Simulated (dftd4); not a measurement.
Mg, charge +1, doublet; D4 for revpbe run with dftd4 4.2.0.

dftd4 was given this input:
```
$ dftd4 mol.xyz --func revpbe --charge 1 --json dftd4.json --noedisp

# file mol.xyz
1

Mg     0.00000000     0.00000000     0.00000000
```

Write the output that dftd4 gives for this input, abridged.


```
                    ____  _____ _____     ____  _  _
      -------------|  _ \|  ___|_   _|---|  _ \| || |------------
     |             | | | | |_    | | ___ | | | | || |_           |
     |             | |_| |  _|   | ||___|| |_| |__   _|          |
     |             |____/|_|     |_|     |____/   |_|            |
     |             ===================================           |
     |            E. Caldeweyher, S. Ehlert & S. Grimme          |
     |          Mulliken Center for Theoretical Chemistry        |
     |                    University of Bonn                     |
      -----------------------------------------------------------

Rational (Becke-Johnson) damping: revpbe-D4-ATM
---------------------
  s6         1.0000
  s8         1.7468
  s9         1.0000
  a1         0.5363
  a2         3.0726
 alp        16.0000
--------------------

Dispersion energy:       0.0000000000000E+00 Eh

[Info] JSON dump of results written to 'dftd4.json'
```
